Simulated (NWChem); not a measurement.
System: ZrOClF; SMILES [O]=[Zr]([F])[Cl]

Input file for NWChem:

```
start job
memory heap 200 mb stack 900 mb global 1100 mb
geometry units angstroms
  Zr     0.305974     0.074017     0.324373
  O      1.439765    -1.060494    -0.344471
  F     -0.929469    -0.780928     1.450161
  Cl    -0.938965     0.706613    -1.456294
end
basis spherical
  * library def2-svp
end
ecp
  Zr library def2-ecp
end
dft
  xc pbe0
  iterations 150
end
driver
  maxiter 120
end
task dft optimize
dft
  grid fine
  convergence energy 1d-8 density 1d-7
end
task dft freq numerical
```

Output (shortened):

```
             Northwest Computational Chemistry Package (NWChem) 7.3.0
             --------------------------------------------------------

 C1  symmetry detected

                             Geometry "geometry" -> ""
                             -------------------------

 Output coordinates in angstroms (scale by  1.889725989 to convert to a.u.)

  No.       Tag          Charge          X              Y              Z
 ---- ---------------- ---------- -------------- -------------- --------------
    1 Zr                  40.0000     0.08985040    -0.36843861     0.28256003
    2 O                    8.0000     1.49144442    -0.82288859    -0.63882966
    3 F                    9.0000    -1.47281358    -1.11634993    -0.44087547
    4 Cl                  17.0000    -0.13354408     1.84516486    -0.13081675

 Effective nuclear repulsion energy (a.u.)     418.2297052614

                                Z-matrix (autoz)
                                --------

 Units are Angstrom for bonds and degrees for angles

      Type          Name      I     J     K     L     M      Value
      ----------- --------  ----- ----- ----- ----- ----- ----------
    1 Stretch                  1     2                       1.73780
    2 Stretch                  1     3                       1.87740
    3 Stretch                  1     4                       2.26292
    4 Bend                     2     1     3               111.27435
    5 Bend                     2     1     4               103.80246
    6 Bend                     3     1     4               103.71733
    7 Torsion                  2     1     3     4        -111.01310
    8 Torsion                  2     1     4     3         116.39512
    9 Torsion                  3     1     2     4         110.95875
   10 Torsion                  2     4     1     3        -116.39512
   11 Torsion                  3     2     1     4        -110.95875
   12 Torsion                  2     3     1     4         111.01310

                           NWChem Geometry Optimization
                           ----------------------------

 maximum gradient threshold         (gmax) =   0.000450
 rms gradient threshold             (grms) =   0.000300
 maximum cartesian step threshold   (xmax) =   0.001800
 rms cartesian step threshold       (xrms) =   0.001200
 fixed trust radius                (trust) =   0.300000
 source of zmatrix                         =   autoz

          -------------------
          Energy Minimization
          -------------------

 Using diagonal initial Hessian
 Scaling for Hessian diagonals: bonds = 1.00  angles = 0.25  torsions = 0.10

          --------
          Step   0

                                 NWChem DFT Module
                                 -----------------

 Summary of "ao basis" -> "ao basis" (spherical)
 ------------------------------------------------------------------------------
       Tag                 Description            Shells   Functions and Types
 ---------------- ------------------------------  ------  ---------------------
 Zr                         def2-svp                11       31   5s3p2d1f
 O                          def2-svp                 6       14   3s2p1d
 F                          def2-svp                 6       14   3s2p1d
 Cl                         def2-svp                 8       18   4s3p1d

            General Information
            -------------------
          SCF calculation type: DFT
          Wavefunction type:  closed shell.
          No. of atoms     :     4
          No. of electrons :    46
           Alpha electrons :    23
            Beta electrons :    23
          Charge           :     0
          Spin multiplicity:     1
          Use of symmetry is: off; symmetry adaption is: off
          Maximum number of iterations: 150
          AO basis - number of functions:    77
                     number of shells:    31
          Convergence on energy requested:  1.00D-06
          Convergence on density requested:  1.00D-05
          Convergence on gradient requested:  5.00D-04

              XC Information
              --------------
                         PBE0 Method XC Functional
                     Hartree-Fock (Exact) Exchange  0.250
          PerdewBurkeErnzerhof Exchange Functional  0.750
            Perdew 1991 LDA Correlation Functional  1.000 local
           PerdewBurkeErnz. Correlation Functional  1.000 non-local

             Grid Information
             ----------------
          Grid used for XC integration:  medium
          Radial quadrature: Mura-Knowles
          Angular quadrature: Lebedev.
          Tag              B.-S. Rad. Rad. Pts. Rad. Cut. Ang. Pts.
          ---              ---------- --------- --------- ---------
          Zr                  1.55      123          10.0       590
          O                   0.60       49           8.0       434
          F                   0.50       49           8.0       434
          Cl                  1.00       88          10.0       590
          Grid pruning is: on
          Number of quadrature shells:   309
          Spatial weights used:  Erf1

      Superposition of Atomic Density Guess
      -------------------------------------

 Sum of atomic energies:        -686.80666911

      Non-variational initial energy
      ------------------------------

 Total energy =    -679.708335
 1-e energy   =   -1287.649842
 2-e energy   =     440.263332
 HOMO         =      -0.459994
 LUMO         =      -0.092011

   convergence    iter        energy       DeltaE   RMS-Dens  Diis-err
 ---------------- ----- ----------------- --------- --------- ---------
 d= 0,ls=0.0,diis     1   -681.4843665661 -8.49D+02  5.78D-02  2.91D+00
 d= 0,ls=0.0,diis     2   -674.0751272779  7.41D+00  5.11D-02  4.65D+01
 d= 0,ls=0.0,diis     3   -681.8502869036 -7.78D+00  9.21D-03  3.18D-01
 d= 0,ls=0.0,diis     4   -681.8017393225  4.85D-02  4.70D-03  8.30D-01
 d= 0,ls=0.0,diis     5   -681.8817717531 -8.00D-02  8.18D-04  2.00D-02
  Resetting Diis
 d= 0,ls=0.0,diis     6   -681.8834422007 -1.67D-03  5.20D-04  5.77D-03
 d= 0,ls=0.0,diis     7   -681.8840259802 -5.84D-04  4.71D-04  4.49D-04
 d= 0,ls=0.0,diis     8   -681.8837644663  2.62D-04  3.48D-04  3.00D-03
 d= 0,ls=0.0,diis     9   -681.8840670930 -3.03D-04  7.09D-05  5.82D-05
 d= 0,ls=0.0,diis    10   -681.8840746542 -7.56D-06  4.83D-06  1.28D-07
 d= 0,ls=0.0,diis    11   -681.8840746686 -1.45D-08  1.60D-06  3.40D-08

         Total DFT energy =     -681.884074668632
      One electron energy =    -1292.302024250401
           Coulomb energy =      495.735179773075
    Exchange-Corr. energy =      -52.995404922827
 Nuclear repulsion energy =      167.678174731521

 Numeric. integr. density =       45.999998183023

                       DFT Final Molecular Orbital Analysis
                       ------------------------------------

 Vector   21  Occ=2.000000D+00  E=-3.310760D-01
              MO Center=  1.1D+00, -5.9D-01, -4.0D-01, r^2= 2.0D+00
   Bfn.  Coefficient  Atom+Function         Bfn.  Coefficient  Atom+Function
  ----- ------------  ---------------      ----- ------------  ---------------
    35      0.459946  2 O  px                38      0.294976  2 O  px
    18     -0.253747  1 Zr d  1              37      0.209817  2 O  pz
     2      0.187557  1 Zr s                 17     -0.177716  1 Zr d  0
    36     -0.171455  2 O  py                40      0.159558  2 O  pz
     4     -0.153713  1 Zr s                  8     -0.149155  1 Zr pz

 Vector   22  Occ=2.000000D+00  E=-3.211092D-01
              MO Center=  1.1D+00, -7.7D-01, -5.3D-01, r^2= 1.7D+00
   Bfn.  Coefficient  Atom+Function         Bfn.  Coefficient  Atom+Function
  ----- ------------  ---------------      ----- ------------  ---------------
    37      0.438772  2 O  pz                36      0.331948  2 O  py
    40      0.287475  2 O  pz                39      0.223838  2 O  py
    19      0.213233  1 Zr d  2              18      0.197346  1 Zr d  1
     6     -0.189690  1 Zr px                51      0.168762  3 F  pz
     2     -0.131351  1 Zr s                 17     -0.129696  1 Zr d  0

 Vector   23  Occ=2.000000D+00  E=-3.100403D-01
              MO Center=  7.8D-01,  2.3D-01, -3.9D-01, r^2= 3.2D+00
   Bfn.  Coefficient  Atom+Function         Bfn.  Coefficient  Atom+Function
  ----- ------------  ---------------      ----- ------------  ---------------
    36      0.339747  2 O  py                70     -0.331501  4 Cl px
    72      0.265871  4 Cl pz                35      0.257964  2 O  px
    39      0.247622  2 O  py                67     -0.237041  4 Cl px
    37     -0.197039  2 O  pz                69      0.186970  4 Cl pz
    38      0.166390  2 O  px                15      0.154507  1 Zr d -2

[...]

      ----------------------
      Optimization converged
      ----------------------

  Step       Energy      Delta E   Gmax     Grms     Xrms     Xmax
  ---- ---------------- -------- -------- -------- -------- --------
@   10    -681.89423416  3.4D-09  0.00004  0.00001  0.00029  0.00055
                                     ok       ok       ok       ok

                                Z-matrix (autoz)
                                --------

 Units are Angstrom for bonds and degrees for angles

      Type          Name      I     J     K     L     M      Value     Gradient
      ----------- --------  ----- ----- ----- ----- ----- ---------- ----------
    1 Stretch                  1     2                       1.73025   -0.00004
    2 Stretch                  1     3                       1.92393    0.00001
    3 Stretch                  1     4                       2.39093    0.00001
    4 Bend                     2     1     3               111.51541    0.00000
    5 Bend                     2     1     4               114.46816   -0.00000
    6 Bend                     3     1     4               123.23139    0.00000
    7 Torsion                  2     1     3     4        -142.23528    0.00000
    8 Torsion                  2     1     4     3         141.24709   -0.00000
    9 Torsion                  3     1     2     4         145.74943   -0.00000
   10 Torsion                  2     4     1     3        -141.24709    0.00000
   11 Torsion                  3     2     1     4        -145.74943    0.00000
   12 Torsion                  2     3     1     4         142.23528   -0.00000

                         Geometry "geometry" -> "geometry"
                         ---------------------------------

 Output coordinates in angstroms (scale by  1.889725989 to convert to a.u.)

  No.       Tag          Charge          X              Y              Z
 ---- ---------------- ---------- -------------- -------------- --------------
    1 Zr                  40.0000     0.02384468    -0.26499979     0.03374962
    2 O                    8.0000     1.49811355    -0.94089353    -0.56913863
    3 F                    9.0000    -1.48675889    -1.38069683    -0.38435208
    4 Cl                  17.0000    -0.06026218     2.12407787    -0.00822075

 Effective nuclear repulsion energy (a.u.)     401.9427788325

                Final and change from initial internal coordinates
                --------------------------------------------------

                                Z-matrix (autoz)
                                --------

 Units are Angstrom for bonds and degrees for angles

      Type          Name      I     J     K     L     M      Value       Change
      ----------- --------  ----- ----- ----- ----- ----- ---------- ----------
    1 Stretch                  1     2                       1.73025   -0.00755
    2 Stretch                  1     3                       1.92393    0.04653
    3 Stretch                  1     4                       2.39093    0.12800
    4 Bend                     2     1     3               111.51541    0.24106
    5 Bend                     2     1     4               114.46816   10.66570
    6 Bend                     3     1     4               123.23139   19.51406
    7 Torsion                  2     1     3     4        -142.23528  -31.22218
    8 Torsion                  2     1     4     3         141.24709   24.85198
    9 Torsion                  3     1     2     4         145.74943   34.79068
   10 Torsion                  2     4     1     3        -141.24709  -24.85198
   11 Torsion                  3     2     1     4        -145.74943  -34.79068
   12 Torsion                  2     3     1     4         142.23528   31.22218

 ==============================================================================
                                internuclear distances
 ------------------------------------------------------------------------------
       center one      |      center two      | atomic units |  angstroms
 ------------------------------------------------------------------------------
    2 O                |   1 Zr               |     3.26970  |     1.73025
    3 F                |   1 Zr               |     3.63570  |     1.92393
    4 Cl               |   1 Zr               |     4.51820  |     2.39093
 ------------------------------------------------------------------------------
                         number of included internuclear distances:          3
 ==============================================================================

[second-derivative integrals and response iterations left out]

  Vibrational analysis via the FX method

  See chapter 2 in "Molecular Vibrations" by Wilson, Decius and Cross

  Vib: Default input used

[...]

 Rotational Constants
 --------------------
 A=   0.204592 cm-1  (  0.294355 K)
 B=   0.076086 cm-1  (  0.109468 K)
 C=   0.057403 cm-1  (  0.082588 K)

 Temperature                      =   298.15K
 frequency scaling parameter      =   1.0000

 Zero-Point correction to Energy  =    3.556 kcal/mol  (  0.005666 au)
 Thermal correction to Energy     =    6.883 kcal/mol  (  0.010968 au)
 Thermal correction to Enthalpy   =    7.475 kcal/mol  (  0.011912 au)

 Total Entropy                    =   78.486 cal/mol-K
   - Translational                =   41.098 cal/mol-K (mol. weight = 159.8665)
   - Rotational                   =   26.981 cal/mol-K (symmetry #  =        1)
   - Vibrational                  =   10.407 cal/mol-K

 Cv (constant volume heat capacity) =   14.397 cal/mol-K
   - Translational                  =    2.979 cal/mol-K
   - Rotational                     =    2.979 cal/mol-K
   - Vibrational                    =    8.438 cal/mol-K

[normal modes left out]

 ----------------------------------------------------------------------------
 Normal Eigenvalue ||           Projected Infra Red Intensities
  Mode   [cm**-1]  || [atomic units] [(debye/angs)**2] [(KM/mol)] [arbitrary]
 ------ ---------- || -------------- ----------------- ---------- -----------
    1       -0.000 ||    0.000000           0.000         0.000       0.000
    2       -0.000 ||    0.004138           0.095         4.034       0.897
    3        0.000 ||    0.001723           0.040         1.679       0.373
    4        0.000 ||    0.002697           0.062         2.629       0.585
    5        0.000 ||    0.000349           0.008         0.340       0.076
    6        0.000 ||    0.000004           0.000         0.004       0.001
    7       71.231 ||    0.071068           1.640        69.281      15.405
    8      132.104 ||    0.013032           0.301        12.705       2.825
    9      218.695 ||    0.006776           0.156         6.606       1.469
   10      397.586 ||    0.073639           1.699        71.787      15.962
   11      671.999 ||    0.157518           3.634       153.557      34.144
   12      996.735 ||    0.222660           5.137       217.060      48.264
 ----------------------------------------------------------------------------
```

Level: PBE0/def2-SVP with def2 effective core potentials on Zr. def2 effective core potentials on Zr; no spin-orbit coupling.
